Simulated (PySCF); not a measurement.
Run record for 3,3-dimethylbutyraldehyde (`C(=O)CC(C)(C)C`): PBE0/3-21G, damping 0.1 at the start, DIIS from the seventh cycle, full TDDFT, 1 singlet.

Method: TDDFT PBE0/3-21G, vertical, gas phase, core orbitals frozen in the response (PySCF 2.14.0, density-fitted response routines). Geometry: GFN2-xTB. A driver script takes a list of jobs; this job's settings line and coordinates (Å) are shown.

Command:
```bash
OMP_NUM_THREADS=1 python probes_run.py task.json out
```

Input:
```
{"job": {"kind": "uv", "xc": "PBE0", "basis": "3-21G", "nstates": 1, "ntriplets": 2, "tda": false, "scf": {"damp": 0.1}}, "charge": 0, "multiplicity": 1}
C     -0.457581    -1.112838    -1.021223
C     -0.318992    -0.079017     0.097437
C     -1.141141    -0.530335     1.309104
C     -0.827140     1.281465    -0.383127
C      1.152313     0.033543     0.531602
C      2.139008     0.488643    -0.501554
O      1.935460     0.746383    -1.653661
H     -0.089936    -2.083984    -0.695186
H     -1.501502    -1.220977    -1.305718
H      0.105217    -0.803331    -1.896589
H     -2.189011    -0.629587     1.036833
H     -1.067009     0.192512     2.119094
H     -0.793215    -1.493863     1.675894
H     -0.276458     1.603983    -1.261802
H     -1.881350     1.219253    -0.642407
H     -0.710058     2.032778     0.395731
H      1.507515    -0.936988     0.893864
H      1.239732     0.725694     1.375226
H      3.164345     0.575915    -0.080979
```

Output:
```
damping 0.10 in the first 6 cycles
final grid: 142920 points
cycle   1  E = -308.8851783809  dE =  6.434e-01  |g| = 7.745e-01  |ddm| = 3.939e+00
cycle   2  E = -308.6598803263  dE =  2.253e-01  |g| = 1.340e+00  |ddm| = 2.208e+00
cycle   3  E = -308.3747233093  dE =  2.852e-01  |g| = 1.848e+00  |ddm| = 2.926e+00
cycle   4  E = -306.8055540550  dE =  1.569e+00  |g| = 3.065e+00  |ddm| = 6.871e+00
cycle   5  E = -306.4903105017  dE =  3.152e-01  |g| = 3.613e+00  |ddm| = 7.715e+00
cycle   6  E = -297.1917360313  dE =  9.299e+00  |g| = 4.560e+00  |ddm| = 1.947e+01
cycle   7  E = -272.7396163380  dE =  2.445e+01  |g| = 8.236e+00  |ddm| = 2.332e+01
cycle   8  E = -307.0758065843  dE = -3.434e+01  |g| = 3.100e+00  |ddm| = 1.286e+01
cycle   9  E = -308.5024466048  dE = -1.427e+00  |g| = 1.380e+00  |ddm| = 2.199e+00
cycle  10  E = -308.8295854311  dE = -3.271e-01  |g| = 9.067e-01  |ddm| = 2.106e+00
cycle  11  E = -309.0165386398  dE = -1.870e-01  |g| = 1.021e-01  |ddm| = 1.010e+00
cycle  12  E = -309.0185457059  dE = -2.007e-03  |g| = 5.026e-02  |ddm| = 1.799e-01
cycle  13  E = -309.0190260262  dE = -4.803e-04  |g| = 2.223e-02  |ddm| = 6.862e-02
cycle  14  E = -309.0191196749  dE = -9.365e-05  |g| = 6.207e-03  |ddm| = 2.471e-02
cycle  15  E = -309.0191270289  dE = -7.354e-06  |g| = 1.198e-03  |ddm| = 8.291e-03
cycle  16  E = -309.0191273776  dE = -3.486e-07  |g| = 2.128e-04  |ddm| = 1.658e-03
cycle  17  E = -309.0191273891  dE = -1.158e-08  |g| = 3.193e-05  |ddm| = 3.698e-04
cycle  18  E = -309.0191273894  dE = -2.109e-10  |g| = 9.924e-06  |ddm| = 5.036e-05
converged SCF energy = -309.0191273894

Static polarisability (au): isotropic 59.428, principal 53.386 60.957 63.940

Singlet excitations
state   eV       nm        f      main configurations
  1   4.3351    286.0   0.00004   H->L 0.98

Triplet excitations (Tamm-Dancoff, eV): 3.6561 6.1137
```

H and L stand for HOMO and LUMO; the number after each pair is its weight.

Task: Give the mean polarisability as a volume in Å³, and the ratio of the largest to the smallest principal value.

Result: 59.428 au × 0.148185 = 8.81 Å³; 63.940/53.386 = 1.20.

Task: How does the lowest singlet excitation compare with the HOMO–LUMO gap?

Result: HOMO -6.93 eV and LUMO -0.15 eV give a gap of 6.78 eV; S1 at 4.34 eV lies 2.44 eV below it.

In short: SCF converged in 18 cycles with 87 basis and 743 fitting functions; HOMO -6.93 eV, LUMO -0.15 eV; lowest singlet 4.34 eV; lowest triplet 3.66 eV (Tamm–Dancoff); mean polarisability 59.4 au.

Task: Estimate the wall time. Hardware: one thread, Intel Xeon Platinum 8488C (x86_64), shared host with 192 logical CPUs at a one-minute load of 129. And the peak memory of the process?

Result: About 21 s (density and orbital grids were written too), with 0.54 GiB resident at the peak, the Python interpreter and its libraries included.

Conformer computed: `[CH3:1][C:2]([CH3:3])([CH3:4])[CH2:5][CH:6]=[O:7]`: C1–C2–C5–C6 62°, C2–C5–C6–O7 -2°.

One conformer stands for the species.
